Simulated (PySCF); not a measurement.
C₂H₃, SMILES [CH][CH2+] (connectivity only; charge and spin as stated), charge +1, multiplicity 1.

Geometry optimised at B3LYP-D3(BJ)/def2-TZVP.

Two levels are set side by side: TDA-PBE/def2-TZVPD (PySCF) and TDA-LC-ωPBE/def2-TZVPD (PySCF). Vertical, same geometry. The lowest singlet is HOMO→LUMO 100 % with PBE and HOMO→LUMO 99 % with the other functional; states are paired by order. Differences are taken from unrounded values.

```json
[
 {"quantity": "lowest singlet excitation (eV)", "TDA-LC-ωPBE": "3.22"},
 {"quantity": "lowest triplet excitation (TDA) (eV)", "TDA-LC-ωPBE": "2.37"},
 {"quantity": "first bright state (f over 0.05) (eV)", "TDA-LC-ωPBE": "11.35"},
 {"quantity": "its oscillator strength", "TDA-LC-ωPBE": "0.08"}
]
```

Q: What does TDA-PBE give, and how far is it from TDA-LC-ωPBE? (The exact figures need the calculation; the answer reports its results.)

A: 
| quantity | TDA-PBE | TDA-PBE minus TDA-LC-ωPBE |
|---|---|---|
| lowest singlet excitation (eV) | 3.46 | 0.24 |
| lowest triplet excitation (TDA) (eV) | 2.66 | 0.29 |
| first bright state (f over 0.05) (eV) | 11.42 | 0.07 |
| its oscillator strength | 0.09 | 0.00 |

Rough cost on one machine, each run with all the roots and properties that it gave: TDA-LC-ωPBE against TDA-PBE about 2 times.
